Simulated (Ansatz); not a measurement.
Program: Ansatz. Geometries: PBE0-D4/def2-TZVP. ΔE: electronic, gas phase. CCSD(T)/CBS is the MP2 limit (def2-TZVPP, def2-QZVPP) plus CCSD(T) − MP2 in def2-TZVPP, frozen cores. DFT in def2-TZVPP. B3LYP here is the variant with VWN-RPA as its local correlation; programs differ in this. For Br outer-core shells are correlated without core-valence functions, which leaves a few kJ/mol of doubt a bond. Scalar relativity is left out up to krypton. Each species was taken in one conformer, which may not be the lowest.

`CN[SiH](O)Br` → `CO[SiH](N)Br`  (isomerisation)

Question: Is it downhill or uphill in electronic energy at CCSD(T)/CBS, and by how much? (Best estimate.)

Answer: Ansatz gave: Uphill: ΔE = +15.3 kJ/mol.

Question: What do these levels give: PBE-D4, B3LYP-D4, r2SCAN, HF/CBS(def2), MP2/CBS(def2), CCSD/CBS(def2)? (An estimate is asked.)

Answer: Computed: PBE-D4 15.2, B3LYP-D4 11.7, r2SCAN 13.1, HF/CBS(def2) 7.4, MP2/CBS(def2) 17.5, CCSD/CBS(def2) 14.9 kJ/mol.

Largest T1 diagnostic among the species: 0.009.

In def2-TZVPP, CCSD(T) changes the Hartree–Fock value by +7.0 kJ/mol (the triples alone add +0.5 kJ/mol) and MP2 by +9.2 kJ/mol.
